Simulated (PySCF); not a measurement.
Hf(NH2)3(Me) (CH₉HfN₃), SMILES [CH3][Hf]([NH2])([NH2])[NH2], multiplicity 1. Atoms are numbered in the order given.

```xyz
14

Hf     0.0000     0.0000    -0.0374
N      1.0491     1.6413    -0.6491
H      0.8475     2.5861    -0.3240
H      1.8591     1.6888    -1.2623
N      0.8968    -1.7292    -0.6491
H      1.8158    -2.0270    -0.3240
H      0.5330    -2.4544    -1.2623
N     -1.9460     0.0880    -0.6491
H     -2.6633    -0.5591    -0.3240
H     -2.3920     0.7656    -1.2623
C      0.0000     0.0000     2.2037
H      1.0068    -0.1906     2.6194
H     -0.6684    -0.7766     2.6194
H     -0.3383     0.9672     2.6194
```
Charge 0, spin multiplicity 1.

Geometry: PBE0-D3(BJ)/def2-SVP. The spin state was assumed, not searched. The def2 effective core potentials stand for the cores of Hf; spin–orbit coupling is left out. Other conformers were not sampled.

Calculation: HF/def2-TZVP (PySCF).

Isolated molecule, no solvent.

```json
{
 "total_energy": "-254.14207 hartree",
 "point_group": "C3",
 "highest_occupied_level": "-10.07 eV",
 "lowest_empty_level": "2.18 eV",
 "orbital_gap": "12.25 eV",
 "dipole_moment": "1.31 D",
 "quadrupole, principal values (traceless, Buckingham form, about the centre of nuclear charge)": "-9.70, 4.85, 4.85 D·Å",
 "mean_static_polarisability": "69.4 bohr³ (10.29 Å³)",
 "polarisability_principal_values": "68.5, 68.5, 71.4 bohr³"
}
```
